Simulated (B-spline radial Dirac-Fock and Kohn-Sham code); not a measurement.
# How the levels of lutetium move as electrons are removed

The computed values come from a radial finite-basis atomic code: Dirac-Fock energy differences between relaxed states, corrected for Breit and QED terms. Each ion is free and in its tabulated ground configuration. The model has no electron correlation.

Reference: Lu⁵²⁺, [Ar] 3d1, with 1s 66936.2 eV, 2s 14390.3 eV, 2p1/2 13893.7 eV, 3s 5533.2 eV. Shifts from it, in eV (a dash: the subshell is empty, belongs to an open shell averaged over j, or its hole state is left out as unreliable):

```
  ion  configuration       1s       2s    2p1/2      3s
Lu⁵³⁺   [Ne] 3s2 3p6   +175.3   +167.0   +169.8  +122.7
Lu⁵⁴⁺   [Ne] 3s2 3p5   +360.3   +323.3   +329.9  +232.3
Lu⁵⁵⁺   [Ne] 3s2 3p4   +547.2   +481.1   +491.7  +342.8
Lu⁵⁶⁺   [Ne] 3s2 3p3   +736.1   +640.3        –  +454.0
Lu⁵⁷⁺   [Ne] 3s2 3p2   +927.1   +800.8   +818.9  +566.1
Lu⁵⁸⁺   [Ne] 3s2 3p1  +1120.1   +962.8   +985.2  +678.9
Lu⁵⁹⁺       [Ne] 3s2  +1315.0  +1126.1  +1152.8  +792.6
Lu⁶⁰⁺       [Ne] 3s1        ?        ?        ?       ?
```

Problem. Give the missing shifts for Lu⁶⁰⁺.

Solution. 1s –, 2s –, 2p1/2 +1316.8, 3s +919.2 (eV).
